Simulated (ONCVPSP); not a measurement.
# lutetium: variants of one ONCV potential

Base potential:

Lu, optimised norm-conserving Vanderbilt (ONCV), made with ONCVPSP 4.0.1 (PBEsol, scalar-relativistic). Core [Kr], reference 4d10 4f14 5s2 5p6 5d1 6s2. Waves: 5s+6s: rc 2.30 bohr, ncon 4, nbas 9, qcut 4.8 1/bohr, 2 projectors; 5p: rc 2.15 bohr, ncon 4, nbas 8, qcut 7.9 1/bohr, 3 projectors, debl 1.1 Ha; 4d+5d: rc 0.75 bohr, ncon 4, nbas 9, qcut 16.4 1/bohr, 2 projectors; 4f: rc 0.70 bohr, ncon 5, nbas 10, qcut 25 1/bohr, local. Local part: the f channel. Core correction: none.

In the p channel the program set the typed energies aside and used -1.164, 0.250, 1.350 Ha.

All-electron outer shells of the reference configuration (PBEsol, scalar-relativistic, ld1.x):

```json
{"shell": "4p", "level (eV)": "-357.81", "outermost node (bohr)": "0.25", "outermost maximum (bohr)": "0.47"}
{"shell": "4d", "level (eV)": "-191.76", "outermost node (bohr)": "0.23", "outermost maximum (bohr)": "0.48"}
{"shell": "5s", "level (eV)": "-61.09", "outermost node (bohr)": "0.57", "outermost maximum (bohr)": "1.04"}
{"shell": "5p", "level (eV)": "-31.68", "outermost node (bohr)": "0.61", "outermost maximum (bohr)": "1.19"}
{"shell": "4f", "level (eV)": "-9.65", "outermost node (bohr)": "–", "outermost maximum (bohr)": "0.47"}
{"shell": "6s", "level (eV)": "-4.67", "outermost node (bohr)": "1.41", "outermost maximum (bohr)": "3.04"}
{"shell": "5d", "level (eV)": "-1.77", "outermost node (bohr)": "0.68", "outermost maximum (bohr)": "1.84"}
```

Cutoffs, loose and tight: the cutoffs (Ha) at which the residual kinetic energy of the hardest occupied pseudo-wave falls to 1 and 0.1 mHa per electron. They do not see the model core or the augmentation charge, which bear on the density cutoff. Test errors are all-electron minus pseudo excitation energies from the reference, over the configurations 4d10 4f14 5s2 5p6 5d1 6s1; 4d10 4f14 5s2 5p6 5d1 6s0; 4d10 4f14 5s2 5p6 5d0 6s0; 4d10 4f13 5s2 5p6 5d1 6s2. A dash means not determined; rows that change the core or the reference have their own tests. The largest error is taken over the tests solved by every variant that gives reliable tests at all: 4d10 4f13 5s2 5p6 5d1 6s2; 4d10 4f14 5s2 5p6 5d1 6s0; 4d10 4f14 5s2 5p6 5d1 6s1.

A true bound ghost makes a file unfit for plane-wave use even where its test errors are small: the radial tests pick states by their node count and pass the ghost by.

```csv
change,outcome,"cutoff, loose","cutoff, tight",bound ghosts,GHOST(+) flags above zero,largest test error (meV)
base,"generated, projector energies reset by the program",270 Ha,296 Ha,"s, p",none,+126
d: qcut 13.2,"generated, projector energies reset by the program",513 Ha,587 Ha,"s, p",none,+124
d: qcut 17.3,"generated, projector energies reset by the program",270 Ha,296 Ha,"s, p",none,+126
d: qcut 18.9,"generated, projector energies reset by the program",270 Ha,296 Ha,"s, p",none,+126
d: qcut 20.7,"generated, projector energies reset by the program",270 Ha,296 Ha,"s, p",none,+126
d: qcut 22.4,"generated, projector energies reset by the program",270 Ha,296 Ha,"s, p",none,+127
d: qcut 24.3,"generated, projector energies reset by the program",270 Ha,296 Ha,"s, p",none,+127
```

(1) What comes out with this change to the base: d: qcut 11.4?

(2) What comes out with this change to the base: d: qcut 10.1?

(3) What comes out with this change to the base: d: qcut 15.4?

Answers

(1) outcome: generated, projector energies reset by the program; cutoff, loose: 564 Ha; cutoff, tight: 732 Ha; bound ghosts: s, p; GHOST(+) flags above zero: d; largest test error (meV): +121.

(2) outcome: generated, projector energies reset by the program; cutoff, loose: 591 Ha; cutoff, tight: 867 Ha; bound ghosts: s, p; GHOST(+) flags above zero: d; largest test error (meV): +120.

(3) outcome: generated, projector energies reset by the program; cutoff, loose: 270 Ha; cutoff, tight: 508 Ha; bound ghosts: s, p; GHOST(+) flags above zero: none; largest test error (meV): +125.

Reading the sweep of the qcut of the d channel (base included, trends over the rows without a ghost): Bound ghosts are found at 10.1, 11.4, 13.2, 15.4, 16.4, 17.3, 18.9, 20.7, 22.4, 24.3 1/bohr. Every judged row has one, so this setting neither creates nor removes them.
